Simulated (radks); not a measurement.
Dispersion coefficients C6 (hartree bohr^6) between ground-configuration atoms and ions, from the Casimir-Polder integral (3/pi) of alpha_A(iw) alpha_B(iw). Method: scalar-relativistic Kohn-Sham, LB94 model potential, spin-polarised, spherical densities, finite nucleus; open shells are filled with parallel spins first (spin-orbit coupling, left out, can overturn this in heavy ions); Fermi nuclear charge, rms radius of each element as measured or else 0.836 A^(1/3) + 0.57 fm; computed with a radial shooting solver on a logarithmic mesh with Libxc functionals. Response by self-consistent Sternheimer equations with the Hartree and adiabatic LDA kernel, the relativistic mass of each level held fixed and spin-orbit coupling left out. For heavy and open-shell atoms this level of theory can miss by tens of per cent.

| C6 | Cu2+ | Cr | Ru2+ | Re3+ | Rh3+ | Os+ | Nb+ | Hg2+ |
|---|---|---|---|---|---|---|---|---|
| Cu2+ | 7.571 |  |  |  |  |  |  |  |
| Cr | 38.79 | 366.6 |  |  |  |  |  |  |
| Ru2+ | 17.77 | 102.8 | 43.23 |  |  |  |  |  |
| Re3+ | 17.07 | 94.85 | 40.99 | 39.06 |  |  |  |  |
| Rh3+ | 12.89 | 67.19 | 30.61 | 29.27 | 22.09 |  |  |  |
| Os+ | 34.65 | 246.0 | 87.57 | 82.00 | 59.89 | 190.2 |  |  |
| Nb+ | 29.91 | 221.5 | 76.20 | 71.15 | 51.80 | 167.5 | 148.1 |  |
| Hg2+ | 19.46 | 104.9 | 46.50 | 44.37 | 33.36 | 92.05 | 79.75 | 50.48 |

Static polarisabilities (bohr^3): Cu2+ ([Ar] 3d9) 2.768, Cr ([Ar] 3d5 4s1) 50.72, Ru2+ ([Kr] 4d6) 8.011, Re3+ ([Xe] 4f14 5d4) 7.202, Rh3+ ([Kr] 4d6) 4.769, Os+ ([Xe] 4f14 5d6 6s1) 23.67, Nb+ ([Kr] 4d4) 23.16, Hg2+ ([Xe] 4f14 5d10) 7.703. The combination rule 2 Ca Cb / ((alpha_b/alpha_a) Ca + (alpha_a/alpha_b) Cb) gives 44.32 for Re3+-Hg2+, against 44.37 from the integral.
